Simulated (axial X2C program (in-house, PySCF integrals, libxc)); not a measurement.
**RuTe⁺ along the bond: HF, 2c**

Calculated with an axial X2C code built on PySCF integrals. Two-component (2c) means X2C with spin–orbit coupling and atomic mean-field two-electron Coulomb and Gaunt terms. Basis: Te dyall-cv3z [11s12p8d4f1g], Ru dyall-cv3z [12s12p8d5f3g] (cores contracted in-house); Gaussian nuclei, density fitting, unrestricted open shells. Masses: Te 129.906 u, Ru 101.904 u.

State: Ω = 5/2 (⟨Sz⟩ = 2.43, ⟨Lz⟩ = 0.07 at HF). Dipoles are positive if Ru is the positive end and refer to the centre of mass.

```json
{"R (Å)": "2.152", "μ (D)": "4.455", "HOMO (eV)": "-14.72", "LUMO (eV)": "-5.23"}
{"R (Å)": "2.251", "μ (D)": "4.474", "HOMO (eV)": "-14.81", "LUMO (eV)": "-5.27"}
{"R (Å)": "2.326", "μ (D)": "4.436", "HOMO (eV)": "-14.87", "LUMO (eV)": "-5.30"}
{"R (Å)": "2.400", "μ (D)": "4.374", "HOMO (eV)": "-14.91", "LUMO (eV)": "-5.31"}
{"R (Å)": "2.474", "μ (D)": "4.307", "HOMO (eV)": "-14.90", "LUMO (eV)": "-5.32"}
{"R (Å)": "2.561", "μ (D)": "4.244", "HOMO (eV)": "-14.88", "LUMO (eV)": "-5.31"}
{"R (Å)": "2.647", "μ (D)": "4.215", "HOMO (eV)": "-14.86", "LUMO (eV)": "-5.30"}
{"R (Å)": "2.759", "μ (D)": "4.241", "HOMO (eV)": "-14.71", "LUMO (eV)": "-5.27"}
{"R (Å)": "2.895", "μ (D)": "4.382", "HOMO (eV)": "-14.46", "LUMO (eV)": "-5.23"}
{"R (Å)": "3.092", "μ (D)": "4.778", "HOMO (eV)": "-14.10", "LUMO (eV)": "-5.17"}
```

Q: The minimum lies at 2.738 Å. What is the dipole moment there?

A: At HF, 2c, with the sign and origin stated: μ = 4.23 D.

Occupations by symmetry block were frozen at the best pattern of an incomplete PBE0 search. Other states lie close and PBE0, whose exact exchange favours high spin, may order them wrongly; the determinant shown need not be the ground state. The nearest other 2c determinant of the search, Ω = 3/2, lies 0.44 eV up at the distance of the search. With several unpaired electrons one determinant need not be a pure state. This is the top spin component of a Σ state; components of lower Ω are not single determinants and can lie lower.
